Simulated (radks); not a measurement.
Values are calculated unless marked as measured or tabulated.
Q: The iron ion Fe16+, [Ne]. Code: a radial shooting solver on a logarithmic mesh with Libxc functionals. Model: non-relativistic Kohn-Sham, PBE, spin-polarised, spherical densities, point nucleus. Every spin shell is full or empty, so the densities are truly spherical. Functionals are evaluated on that one density, not self-consistently. Rank these exchange functionals by their error against the exact value of the orbitals, and give that value: LDA, OPTX, WC, AM05, SOGGA, B86b, G96, APBE, TPSS, revTPSS, TASK.

A: Exact: -40.2194 hartree. From best to worst, with 100 (|E| - |E exact|)/|E exact| (equal figures are ties): OPTX -0.04, TPSS -0.07, G96 -0.07, APBE +0.14, B86b -0.33, revTPSS -0.77, WC -1.94, TASK -2.25, SOGGA -3.87, AM05 -7.15, LDA -8.29.
